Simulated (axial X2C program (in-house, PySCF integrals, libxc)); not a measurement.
**Nuclear properties of CoS⁺**

Computed with an in-house all-electron X2C program for linear molecules (integrals from PySCF): two-component X2C with atomic mean-field Coulomb and Gaunt terms, Gaussian nuclei, basis Co dyall-cv3z, S dyall-av3z with contracted cores.

R = 2.030 Å (near the PBE0 minimum at charge 1 of the determinant lowest at the starting distance; the state shown can have its own minimum elsewhere).

Determinant lowest in the PBE0 search, Ω = 4 (⟨Sz⟩ = 2.00, ⟨Lz⟩ = 2.00 at PBE0), spin on the atoms Co 1.26, S 0.74:

| level | Eeff magnitude (GV/cm) | Ws magnitude Co (kHz) | A∥/gI Co (MHz) | qzz Co (a.u.) | A∥/gI S (MHz) | qzz S (a.u.) |
| --- | --- | --- | --- | --- | --- | --- |
| PBE0 | 0.538 | 0.0358 | 403 | 0.04 | -53.2 | -1.46 |
| B3LYP | 0.534 | 0.0352 | 419 | 0.09 | -45.5 | -1.27 |
| LDA | 0.703 | 0.0482 | 494 | -0.01 | -30 | -0.20 |
| PBE | 0.667 | 0.0466 | 469 | 0.05 | -35.1 | -0.43 |

Eeff is the effective electric field on the electron electric dipole moment in this Ω state and Ws the scalar–pseudoscalar constant of the nucleus named (defined with the proton number Z and per Ω); A∥ (defined per Ω) follows by multiplying with gI = μI/(I μN); qzz is the electric field gradient, eQq0 = 234.96 MHz × Q/barn × qzz. The operators were transformed with the bare-nucleus X2C matrices; with these basis sets, hyperfine constants and field gradients can be off by tens of per cent, and where levels differ in sign neither size nor sign is settled.

(1) With gI(59Co) = 1.3220, gI(33S) = 0.4292 (g factors from the IAEA table of nuclear moments by Stone), turn the PBE0 values of the first state into constants in MHz.

Each state is one determinant with collinear spin, which with several unpaired electrons need not be a pure state. With several open shells hyperfine constants can be off by a factor of several. Open-shell Ω = 0 determinants with evenly filled partner blocks cannot be reached by this program, so the Ω shown need not be the lowest component. Left out as unconverged or as another state under the same occupation: HF in at least one table. The search compared states at one distance, so a state with another bond length can lie lower. Further determinants of the search, some of them spin-mixed, are not shown. Where a field gradient or hyperfine factor spreads by more than a factor of two over the levels, a constant derived from it is not to be relied on.

Results:

(1) A∥(59Co) = 403 × 1.3220 = 533 MHz; A∥(33S) = -53.2 × 0.4292 = -22.8 MHz.
